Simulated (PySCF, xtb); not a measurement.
Sn(H)2(OH)(NH2) (H5NOSn), SMILES [NH2][SnH2][OH].

GFN2-xTB (xtb) at its own geometry gives an orbital gap of 5.09 eV and a dipole moment of 0.96 D.

Geometry optimised at r2SCAN-D4/def2-SVP. A frequency run showed that this geometry is not a minimum. The def2 effective core potentials stand for the cores of Sn; spin–orbit coupling is left out. One conformer was computed; it need not be the lowest.

What does ωB97X/def2-TZVPD run with PySCF give? (Estimate from the structure and the level; the computed values follow.)

gap 11.41 eV (levels -10.13 and 1.27 eV), dipole 1.11 D.
